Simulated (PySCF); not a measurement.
Compound: C₃H₉AlO.
SMILES with atom numbers: `[CH3:1][CH2:2][AlH:3][O:4][CH3:5]` (hydrogens: H6, H7, H8 on C1; H9, H10 on C2; H11 on Al3; H12, H13, H14 on C5)

Computed with PBE0-D3(BJ)/def2-SVP geometry optimisation, gas phase (PySCF).

List the bond lengths, angles and torsions at this level.

| bond | length (Å) |
| --- | --- |
| C1–C2 | 1.529 |
| C2–Al3 | 1.955 |
| Al3–O4 | 1.703 |
| O4–C5 | 1.387 |
| C1–H6, C1–H7, C1–H8 | 1.102 |
| C2–H9, C2–H10 | 1.106 |
| Al3–H11 | 1.594 |
| C5–H12, C5–H13, C5–H14 | 1.106 |

Bonds in one row agree within 0.01 Å and their mean is given. A selection of angles:
| angle | degrees |
| --- | --- |
| C2–C1–H6 | 112.3 |
| H6–C1–H7 | 107.0 |
| H7–C1–H8 | 106.5 |
| C1–C2–Al3 | 116.2 |
| C1–C2–H9 | 110.6 |
| Al3–C2–H9 | 107.2 |
| H9–C2–H10 | 104.2 |
| C2–Al3–O4 | 117.3 |
| C2–Al3–H11 | 124.8 |
| O4–Al3–H11 | 117.9 |
| Al3–O4–C5 | 138.3 |
| O4–C5–H12 | 110.8 |
| O4–C5–H14 | 113.1 |
| H12–C5–H13 | 107.0 |

Dihedral angles: C1–C2–Al3–O4 179° (antiperiplanar); C2–Al3–O4–C5 179° (antiperiplanar).

Al3 (aluminium bonded to C, O and H) is planar (angles 124.8°, 117.9° and 117.3°, sum 360.0°, 0.00 Å off the plane of its three neighbours). O4 (oxygen bonded to Al and C) is bent (angle 138.3°). The 5 heavy atoms lie in one plane (0.004 Å rms).

Not checked by PBE0-D3(BJ)/def2-SVP frequencies. One conformer, not necessarily the lowest.

Hardware: one thread of an Arm Neoverse V1, shared host. Cost: 2.1 min of wall time, 0.50 GiB resident at most. These figures are those of the optimisation.
